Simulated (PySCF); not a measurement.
B(NCO)(OH)(OMe) (C₂H₄BNO₃), SMILES COB(O)N=C=O.

Geometry optimised at PBE-D3(BJ)/def2-SVP. The structure was generated by enumeration, and PubChem lists no compound with its InChIKey, so it may never have been made. The values are those of a single conformer.

Method: PBE-D3(BJ)/def2-SVP (PySCF 2.14.0).

No scaling factor is applied to the harmonic values.

A small imaginary wavenumber (i) marks a very flat motion, where grid noise or a shallow saddle decides the sign.

Computed harmonic wavenumbers and intensities:
```tsv
mode	ν (cm⁻¹)	IR (km/mol)	moving atoms (share of kinetic energy)
1	20i	0.1	H 97 %
2	54	0.3	O 52 %, N 22 %, C 16 %
3	77	1.7	O 45 %, N 37 %
4	168	7.4	O 43 %, N 25 %, H 16 %, C 15 %
5	221	5.1	O 39 %, C 30 %, H 22 %
6	389	18.3	O 55 %, N 16 %, H 14 %, C 8 %
7	444	0.2	C 35 %, O 33 %, N 23 %
8	528	81.3	H 89 %, O 9 %
9	587	22.1	C 73 %, O 15 %, N 13 %
10	596	19.9	C 61 %, O 18 %, N 18 %
11	631	57.4	B 79 %, O 14 %
12	729	18.3	O 72 %
13	942	115.5	H 62 %, O 18 %, B 10 %, C 9 %
14	1073	20.4	O 37 %, C 32 %, H 25 %
15	1134	0.1	H 76 %, C 19 %
16	1161	8.9	H 68 %, C 20 %
17	1245	536.1	B 43 %, O 43 %
18	1381	193.0	H 58 %, B 24 %, C 11 %
19	1418	5.8	H 97 %
20	1419	17.0	H 96 %
21	1484	220.1	B 43 %, H 33 %, O 21 %
22	1547	256.2	N 47 %, O 28 %, B 22 %
23	2393	1191.7	C 69 %, N 18 %, O 12 %
24	2953	52.7	H 97 %
25	3034	26.4	H 90 %, C 10 %
26	3069	19.9	H 90 %, C 10 %
27	3761	75.8	H 94 %
```
